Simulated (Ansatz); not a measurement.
Input file for Ansatz (a program for electronic structure): U-PBE/def2-TZVPP on ClFSn (SMILES [F][Sn][Cl]), a point of a bond scan (R = 2.927 Å). Elements past Kr take the def2 small-core potentials; no spin–orbit coupling.

Ansatz 0.2 input:
```yaml
crystal:
  periodic: [false, false, false]
  atoms:
    - {symbol: Sn, position_ang: [0.19089247, 0.14887198, 0.49762971]}
    - {symbol: F, position_ang: [1.26542577, 2.05977707, -1.44180248]}
    - {symbol: Cl, position_ang: [-1.04175619, -1.19111043, -1.04256235]}
basis:
  gaussian:
    orbitals: def2-TZVPP
hamiltonian:
  xc: {name: PBE}
magnetization: {spin_polarized: true, initial_magnetization: 0}
```

Problem. Predict the final total energy.

Solution. -774.1434 hartree.

Problem. How many basis functions does it have, and what does it roughly cost on one machine?

Solution. 123 functions; very roughly 10 core-seconds.
